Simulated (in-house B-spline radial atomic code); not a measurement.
Neutral bromine: [Ar] 3d10 4s2 4p5

Computed with a B-spline radial code for spherical atoms: Dirac-Kohn-Sham B97-1, spherical fractional occupations, Fermi nucleus of rms radius 4.1629 fm.

Effective charges: Z_r = [3n² - l(l+1)]/(2<r>) from the radius, Z_e = n√(-2ε) from the energy, and Slater's rules. Values are occupation-weighted means over j. An effective charge above Z reflects the relativistic contraction of the inner shells.

```json
{"shell": "1s", "electrons": "2", "ε (eV)": "-13365", "<r> (bohr)": "0.04274", "Z_r": "35.09", "Z_e": "31.34", "Slater": "34.70"}
{"shell": "2s", "electrons": "2", "ε (eV)": "-1752.6", "<r> (bohr)": "0.1892", "Z_r": "31.72", "Z_e": "22.70", "Slater": "30.85"}
{"shell": "2p", "electrons": "6", "ε (eV)": "-1545", "<r> (bohr)": "0.1654", "Z_r": "30.23", "Z_e": "21.31", "Slater": "30.85"}
{"shell": "3s", "electrons": "2", "ε (eV)": "-246.39", "<r> (bohr)": "0.5507", "Z_r": "24.51", "Z_e": "12.77", "Slater": "23.75"}
{"shell": "3p", "electrons": "6", "ε (eV)": "-180.38", "<r> (bohr)": "0.5635", "Z_r": "22.18", "Z_e": "10.92", "Slater": "23.75"}
{"shell": "3d", "electrons": "10", "ε (eV)": "-71.058", "<r> (bohr)": "0.5891", "Z_r": "17.83", "Z_e": "6.86", "Slater": "13.85"}
{"shell": "4s", "electrons": "2", "ε (eV)": "-21.964", "<r> (bohr)": "1.682", "Z_r": "14.27", "Z_e": "5.08", "Slater": "7.60"}
{"shell": "4p", "electrons": "5", "ε (eV)": "-8.6198", "<r> (bohr)": "2.106", "Z_r": "10.92", "Z_e": "3.18", "Slater": "7.60"}
```

The least bound orbital is 4p3/2 at -8.449 eV, and it is also the most diffuse (<r> = 2.123 bohr).

Spin-orbit splittings of the orbital energies (j = l + 1/2 above j = l - 1/2 when positive): 2p 47.58 eV, 3p 6.927 eV, 3d 1.105 eV, 4p 0.5117 eV.

For the 1s electron the small component carries 1.61 % of the norm, the zero-frequency Breit interaction raises the level by 21.57 eV, self-energy by 11.39 eV, and vacuum polarisation lowers it by 1.162 eV.

Caution: exact exchange at fractional occupations of open shells leaves self-interaction of up to several eV.
